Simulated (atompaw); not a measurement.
# Building the PAW (atompaw) potential for chromium (Cr) (PBE, scalar-relativistic).

atompaw 4.2.0.5 input, output lines left out:

```
Cr 24
GGA-PBE scalarrelativistic loggrid 1500 logderivrange -7 5 301
4 4 3 0 0 0
4 0 0
4 1 0
3 2 6
0 0 0
c
c
v
v
c
v
v
v
2
1.65 1.40 1.65 1.45
n
n
y
0.7
n
custom rrkj gramschmidtortho sinc
bessel
1.25
1.50
1.45
1.65
1.65
1.10
```

* Cutoffs needed: 40 Ry and 70 Ry (the cutoffs (Ry, on a coarse ladder) from which the occupation-weighted sum of valence levels, in a spherical-Bessel basis at the reference potential, stays within 10 and 1 mRy of its value at 400 Ry)
* Ghost test: no extra level below or beside the all-electron valence levels (s, p, d, f tested) (spherical-Bessel basis up to 400 Ry, 20 bohr box)
* Lowest eigenvalue of the overlap operator: 0.05 (d channel)
* Overlap eigenvalues printed by atompaw (projector basis): 0.0238, 0.146, 0.311, 6.42, 14.5, 43.7
* Share of each valence orbital outside the PAW sphere: 3s 3 %, 4s 95 %, 3p 6 %, 4p 99 %, 3d 40 %
